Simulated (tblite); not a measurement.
Compound: C6H10NO (doublet state).
Cartesian coordinates in Å at the GFN2-xTB level; atoms count from 1:
```
atom  x, y, z in Å
C1    -2.441    0.388   -0.126
C2    -1.258   -0.555   -0.019
C3    -0.426   -0.723   -1.310
C4     0.750   -0.182   -0.583
C5     2.101    0.022   -0.987
N6     2.938    0.514   -0.007
O7     2.524   -0.244   -2.109
C8    -0.008    0.027    0.683
H9    -2.135    1.337   -0.562
H10   -3.215   -0.047   -0.755
H11   -2.866    0.581    0.857
H12   -1.576   -1.507    0.408
H13   -0.304   -1.744   -1.678
H14   -0.757   -0.114   -2.154
H15    2.560    0.934    0.823
H16    3.861    0.793   -0.293
H17    0.358   -0.542    1.542
H18   -0.112    1.070    0.993
```

Computed values, GFN2-xTB/tblite, gas phase, harmonic and unscaled. Errors from tens to a few hundred cm⁻¹ against measured bands are possible. One conformer, not necessarily the lowest. Open shells enter through the occupations alone, without spin polarisation, and single modes of such species can be off by tens of per cent.

Harmonic wavenumbers (cm⁻¹): 42.5, 95.1, 145.4, 203.2, 223.7, 295.4, 333.8, 356.7, 426.8, 474.8, 510.2, 618.4, 634.6, 756.3, 813.4, 905.1, 932.6, 952.3, 976.1, 1011.5, 1014.4, 1086.7, 1115.6, 1165.9, 1183.8, 1189.5, 1221.3, 1232.6, 1256.4, 1323.3, 1410.2, 1419.7, 1423.2, 1435.7, 1459.3, 1497.9, 1500.6, 1624.9, 2918.9, 2936.2, 2949.9, 2968.8, 2973.6, 3029.4, 3032.1, 3037.5, 3478.9, 3550.1.

A = 4873, B = 1199, C = 1032 MHz; mass 112.076 u (most abundant isotopes); point group C1, symmetry number 1; spin multiplicity 2.

Problem. What is the zero-point energy?

Solution. Half the sum of the wavenumbers: 32572 cm⁻¹ = 389.65 kJ/mol.

Problem. What is S at 298.15 K and 1 bar for an ideal gas of classical rigid rotors and harmonic oscillators?

Solution. Translation 167.71, rotation 118.69, vibration 100.05, spin (R ln 2) 5.76: S = 392.2 J/(mol K).

Problem. And Cp and H(298.15 K) − H(0)?

Solution. Cp = 144.87 J/(mol K), of which vibrations give 111.61 (their classical limit is 48 R = 399.1); H(298.15 K) − H(0) = 26.06 kJ/mol without the zero-point energy, 16.14 from vibrations.

Problem. Blend soft modes into free rotors: weight 1/[1 + (100 cm⁻¹/ν̃)⁴] for the oscillator and the rest for a rotor with moment μB/(μ + B), μ = h/(8π²ν), B = 10⁻⁴⁴ kg m². What vibrational entropy results?

Solution. 92.66 J/(mol K) in place of 100.05, which changes −T·S at 298.15 K by +2.21 kJ/mol.

Problem. How do the functions run with temperature in this model?

Solution. 
| T (K) | S (J/(mol K)) | Cp (J/(mol K)) | H − H(0) (kJ/mol) | G − H(0) (kJ/mol) | ln q(vib) |
| --- | --- | --- | --- | --- | --- |
| 100 | 283.1 | 69.0 | 4.94 | -23.37 | 1.34 |
| 200 | 342.6 | 106.6 | 13.74 | -54.78 | 3.40 |
| 300 | 393.1 | 145.6 | 26.33 | -91.61 | 5.56 |
| 500 | 485.4 | 219.0 | 63.10 | -179.62 | 10.00 |
| 800 | 605.4 | 290.5 | 140.51 | -343.81 | 16.60 |
| 1000 | 673.7 | 321.4 | 201.86 | -471.86 | 20.77 |

q(vib) and H(0) count from the zero-point level.

Problem. Which modes carry the vibrational entropy at 298.15 K?

Solution. 42.5 cm⁻¹: 21.50; 95.1 cm⁻¹: 14.86; 145.4 cm⁻¹: 11.43; 203.2 cm⁻¹: 8.80; 223.7 cm⁻¹: 8.07; 295.4 cm⁻¹: 6.04 J/(mol K); the other 42 give 29.35 together.

Problem. What must be added to the electronic energy to get the Gibbs energy at 298.15 K and 1 bar?

Solution. ZPE + [H(298.15 K) − H(0)] − T·S = 389.65 + 26.06 − 116.94 = 298.77 kJ/mol.

Hindered rotation and anharmonicity are outside this model. Other conformers, if any are populated, would add a mixing term that is left out. The structure is chiral; the term R ln 2 for an equal mix with its mirror image is left out.

The run took 0.46 s of wall time on an Arm Neoverse V2 with one thread, on a shared host. This covers the Hessian and the dipole derivatives.
